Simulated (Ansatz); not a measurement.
Ansatz (a program for electronic structure) input:

Ansatz 0.2 input:
```yaml
crystal:
  periodic: [false, false, false]
  atoms:
    - {symbol: V, position_ang: [-0.00000000, -0.00000000, -0.40758025]}
    - {symbol: O, position_ang: [0.00000000, 0.00000000, 1.17179321]}
basis:
  gaussian:
    orbitals: def2-TZVP
hamiltonian:
  xc: {name: r2SCAN}
magnetization: {spin_polarized: true, initial_magnetization: 3}
relax: {f_tol: 0.003, max_steps: 100}
```

What final total energy does it print?

-1019.17605 Eh (r2SCAN/def2-TZVP). The basis has 76 functions.

The spin state was set by rule; other spins were not relaxed.
